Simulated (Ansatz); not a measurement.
Abridged output of a molecular run in Ansatz:

```
Functional definition: HF
964 factors; integrals over basis functions are off by at most 1.3e-3 eV
mean field evaluation 1: about -34971.7051 eV, gradient 3.0e1 eV
mean field evaluation 2: about -34971.7090 eV, gradient 3.0e1 eV
mean field evaluation 4: about -34973.8723 eV, gradient 2.8e0 eV
mean field evaluation 8: about -34973.8990 eV, gradient 1.3e-4 eV
mean field -34973.89900971 eV, -1285.2670824466 hartree, gradient 2.2e-6 eV, S^2 0.000000; 0 other end points of the search recorded, 0 dependent functions left out
17 core orbitals not correlated: weight in the atoms' cores, before any rotation towards them, 1.000 or more for the frozen orbitals, at most 0.000 for the correlated occupied ones
reference -34973.89900971 eV, -1285.2670824466 hartree; 16, 16 occupied and 69, 69 virtual orbitals, 964 factors
second order -18.60140873 eV of doubles, -0.00000000 eV of singles
cycle   1  -19.44380226 eV  change   -8.4e-1 eV  update   9.3e-2
cycle   2  -19.87541040 eV  change   -4.3e-1 eV  update   2.6e-2
cycle   3  -19.97279995 eV  change   -9.7e-2 eV  update   1.3e-2
cycle   4  -19.97191700 eV  change    8.8e-4 eV  update   2.6e-3
cycle   5  -19.97073944 eV  change    1.2e-3 eV  update   9.8e-4
cycle   6  -19.97075843 eV  change   -1.9e-5 eV  update   2.9e-4
cycle   7  -19.97066206 eV  change    9.6e-5 eV  update   9.1e-5
cycle   8  -19.97064474 eV  change    1.7e-5 eV  update   3.1e-5
perturbative correction -0.47354023 eV, -0.0174022824 hartree
Total energy: -34994.34319468 eV, -1286.0183923866 hartree
```

Its atoms:

```xyz
9

C     1.1367   -1.0310    0.0552
S     0.7855    0.4939    0.9829
Si   -1.0428    1.0503    0.1239
F    -2.1846   -0.0156    0.4306
Cl   -0.9335    1.1455   -1.9147
H     2.1022   -1.3866    0.4118
H     0.3804   -1.7888    0.2517
H     1.2004   -0.8252   -1.0121
H    -1.4444    2.3575    0.6705
```

Problem. Which basis set was used?
A. def2-QZVPP
B. def2-SVP
C. def2-TZVPPD
D. cc-pV(T+d)Z

Solution. B. It gives 102 functions.

Problem. Write the keys of the input that set method, charge and spin (a neutral closed shell needs none for the last two).

Solution. 
```yaml
correlation: {method: ccsd_t}
```
